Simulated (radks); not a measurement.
All-electron atom: Ga4+ in [Ar] 3d9. Method: non-relativistic Kohn-Sham, TPSS, spin-polarised, spherical densities, point nucleus; open shells are filled with parallel spins first; meta-GGA in the generalised Kohn-Sham scheme; computed with a radial shooting solver on a logarithmic mesh with Libxc functionals. Some entries of the table are withheld. Estimate them.

| orbital | occ. | eigenvalue (hartree) | r(max) (bohr) |
|---|---|---|---|
| 1s down | 1 | -373.6818 | 0.03261 |
| 1s up | 1 | -373.6818 | 0.03261 |
| 2s up | 1 | -47.60348 | 0.1856 |
| 2s down | 1 | -47.57827 | 0.1855 |
| 2p up | 3 | -42.36479 | 0.1478 |
| 2p down | 3 | -42.34464 | 0.1478 |
| 3s up | 1 | -7.46310 | 0.5712 |
| 3s down | 1 | -7.41186 | 0.5714 |
| 3p up | 3 | (1) | (2) |
| 3p down | 3 | (3) | (4) |
| 3d up | 5 | -2.81987 | 0.5244 |
| 3d down | 4 | -2.77028 | 0.5255 |

Answer. 
(1) 3p up eigenvalue (hartree): -5.75331
(2) 3p up r(max) (bohr): 0.5680
(3) 3p down eigenvalue (hartree): -5.70239
(4) 3p down r(max) (bohr): 0.5683
